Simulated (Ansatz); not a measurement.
Start from `[OH][In]([F])[Br]` and change one atom or group to get `[F][In]([SH])[Br]`.

Ansatz, PBE0-D4/def2-TZVP geometries, multiplicity 1. Each molecule was computed in one conformer, which needn't be the lowest.

Elements past krypton have def2 core potentials. Scalar relativity is left out up to krypton.

```csv
property,`[OH][In]([F])[Br]`
HOMO–LUMO gap (B3LYP/def2-TZVPP) / eV,5.61
HOMO energy (PBE/def2-TZVPP) / eV,-7.60
HOMO energy (B3LYP/def2-TZVPP) / eV,-8.67
size of the dipole moment (PBE/def2-TZVPP) / D,2.43
HOMO energy (ωB97M-V/def2-TZVPP) / eV,-11.18
HOMO–LUMO gap (PBE0/def2-TZVPP) / eV,6.23
```

Give the same properties after the change, and the shifts. (Best estimate.)

The calculation gave: 
| property | `[F][In]([SH])[Br]` | shift |
| --- | --- | --- |
| HOMO–LUMO gap (B3LYP/def2-TZVPP) / eV | 5.19 | -0.42 |
| HOMO energy (PBE/def2-TZVPP) / eV | -7.09 | 0.51 |
| HOMO energy (B3LYP/def2-TZVPP) / eV | -8.09 | 0.58 |
| size of the dipole moment (PBE/def2-TZVPP) / D | 2.35 | -0.08 |
| HOMO energy (ωB97M-V/def2-TZVPP) / eV | -10.53 | 0.65 |
| HOMO–LUMO gap (PBE0/def2-TZVPP) / eV | 5.75 | -0.48 |

With PBE0 the HOMO rises by 0.60 eV and the LUMO rises by 0.12 eV, so the gap narrows by about 0.48 eV. PBE moves the HOMO by 0.51 eV and ωB97M-V by 0.65 eV. Dipoles are sizes alone; their direction can turn.

B3LYP here is the variant with VWN-RPA as its local correlation; programs differ in this.

Spin–orbit coupling is left out; it splits and shifts lone-pair levels of the heavy atoms by tenths of an eV.
